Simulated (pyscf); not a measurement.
Single points on ωB97X-D3(BJ)/def2-SVP structures (PySCF, gas phase). Correlated levels are frozen-core, on RHF or UHF. ΔMP2 is the change of the MP2 total energy from the triple- to the quadruple-zeta basis.

Q: For the elementary gas-phase step `[CH3][CH2][SiH2]` [doublet] → `[CH2][CH2][SiH3]` [doublet] (doublet surface; C–H broken, H–Si formed), what barrier and reaction energy does CCSD(T)/def2-TZVPP + ΔMP2(QZVPP) give, measured from the reactant's lowest minimum found?

A: ΔE‡ = 1.78 eV, ΔE = +0.40 eV. Zero-point energy shifts the barrier by -0.18 eV. It is a hydrogen shift, with an imaginary mode of 1772i cm⁻¹. H₃C–CH₂–SiH₂• lies 0.51 eV over its isomer H₃C–SiH•–CH₃ (electronic energy, ωB97M-D3(BJ)). •H₂C–CH₂–SiH₃ lies 0.87 eV over its isomer H₃C–SiH•–CH₃ (electronic energy, ωB97M-D3(BJ)). One saddle was located; it need not be the lowest between these sides. The CCSD(T) − MP2 part came from Ansatz, without density fitting, on the same reference.
